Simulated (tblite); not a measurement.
Species: C6H9F.
SMILES with atom numbers: `[CH3:1][C@@H:2]1[CH:3]=[C:4]([F:5])[CH2:6][CH2:7]1` (hydrogens: H8, H9, H10 on C1; H11 on C2; H12 on C3; H13, H14 on C6; H15, H16 on C7)

Structure used (GFN2-xTB), in Å, numbered top down from 1:
```
atom  x, y, z in Å
C1     1.9789    0.2393   -0.2026
C2     0.5667   -0.2433   -0.5208
C3    -0.3578    0.8768   -0.9099
C4    -1.4975    0.7878   -0.2504
F5    -2.5514    1.6144   -0.3737
C6    -1.5861   -0.3802    0.6801
C7    -0.1349   -0.8848    0.6994
H8     2.4412    0.6735   -1.0860
H9     1.9531    0.9943    0.5802
H10    2.5951   -0.5914    0.1346
H11    0.6261   -0.9613   -1.3477
H12   -0.0955    1.6187   -1.6408
H13   -2.2754   -1.1274    0.2774
H14   -1.9494   -0.0889    1.6663
H15    0.3595   -0.5477    1.6110
H16   -0.0801   -1.9711    0.6715
```

Computed with GFN2-xTB (tblite): harmonic, unscaled wavenumbers at the GFN2-xTB geometry, gas phase. Against measured fundamentals such values can be off by several per cent, at times by over 20. One conformer, not necessarily the lowest.

Harmonic wavenumbers (cm⁻¹): 74.6, 166.0, 228.3, 298.4, 396.8, 423.5, 469.9, 561.9, 613.3, 805.5, 836.2, 879.5, 937.4, 966.2, 977.8, 1047.7, 1059.3, 1089.3, 1130.2, 1165.4, 1181.2, 1208.8, 1227.8, 1278.8, 1284.9, 1308.9, 1337.2, 1408.7, 1465.7, 1489.7, 1499.3, 1502.6, 1738.7, 2903.1, 2950.5, 2988.7, 2996.8, 3018.8, 3032.2, 3034.1, 3039.9, 3149.2.

A = 5265, B = 1935, C = 1524 MHz; mass 100.069 u (most abundant isotopes); point group C1, symmetry number 1.

Question: Zero-point energy?

Answer: ½Σν̃ = 29586 cm⁻¹ = 353.93 kJ/mol.

Question: Entropy at 298.15 K, 1 bar (ideal gas, RRHO, classical rotation)?

Answer: Translation 166.30, rotation 114.76, vibration 62.13: S = 343.2 J/(mol K).

Question: And Cp and H(298.15 K) − H(0)?

Answer: Cp = 115.87 J/(mol K), of which vibrations give 82.61 (their classical limit is 42 R = 349.2); H(298.15 K) − H(0) = 20.69 kJ/mol without the zero-point energy, 10.78 from vibrations.

Question: How do the functions run with temperature in this model?

Answer: 
```
T (K)  S (J/(mol K))  Cp (J/(mol K))  H − H(0) (kJ/mol)  G − H(0) (kJ/mol)  ln q(vib)
  100          258.1            54.2               4.18             -21.62       0.57
  200          304.2            82.6              11.00             -49.84       1.76
  300          343.9           116.5              20.91             -82.26       3.15
  500          419.9           184.3              51.24            -158.71       6.30
  800          522.6           251.8             117.57            -300.49      11.42
 1000          582.1           280.9             171.00            -411.06      14.80
```

q(vib) and H(0) count from the zero-point level.

Question: Blend soft modes into free rotors: weight 1/[1 + (100 cm⁻¹/ν̃)⁴] for the oscillator and the rest for a rotor with moment μB/(μ + B), μ = h/(8π²ν), B = 10⁻⁴⁴ kg m². What vibrational entropy results?

Answer: 59.32 J/(mol K) in place of 62.13, which changes −T·S at 298.15 K by +0.84 kJ/mol.

Question: Which modes carry the vibrational entropy at 298.15 K?

Answer: 74.6 cm⁻¹: 16.85; 166.0 cm⁻¹: 10.38; 228.3 cm⁻¹: 7.92; 298.4 cm⁻¹: 5.97; 396.8 cm⁻¹: 4.08; 423.5 cm⁻¹: 3.68 J/(mol K); the other 36 give 13.26 together.

Hindered rotation and anharmonicity are outside this model. Other conformers, if any are populated, would add a mixing term that is left out. The structure is chiral; the term R ln 2 for an equal mix with its mirror image is left out.
